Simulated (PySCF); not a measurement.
r2SCANh on F⁻ (fluorine, charge -1), [Ne], closed-shell 1S. Calculation: PySCF 2.14, in dyall-av3z (15s9p3d2f, 71 functions); the non-relativistic Hamiltonian (point nucleus).

```
cycle= 1 E= -99.8460966653673  delta_E= -0.00485  |g|= 0.0657  |ddm|= 0.12
cycle= 2 E= -99.8408889642562  delta_E= 0.00521  |g|= 0.15  |ddm|= 0.0752
cycle= 3 E= -99.8476677059192  delta_E= -0.00678  |g|= 0.012  |ddm|= 0.0434
cycle= 4 E= -99.8477187004455  delta_E= -5.1e-05  |g|= 0.000344  |ddm|= 0.00483
cycle= 5 E= -99.8477187410294  delta_E= -4.06e-08  |g|= 6.7e-06  |ddm|= 0.000127
cycle= 6 E= -99.8477187410443  delta_E= -1.49e-11  |g|= 3.35e-07  |ddm|= 3.61e-06
converged SCF energy = -99.8477187410443  <S^2> = -1.7763568e-15  2S+1 = 1
```

Highest occupied orbital energy: 0.617 eV; ⟨L²⟩ = 0.00; populations by l: s 4.00, p 6.00, d 0.00, f 0.00.

Task: Can this result be used?

Result: With care. The calculation finished and met its thresholds. At r2SCANh the highest occupied level has a positive energy, so only the finite basis holds that electron; in a semilocal or global hybrid functional this comes from self-interaction and does not mean that the real anion is unbound.
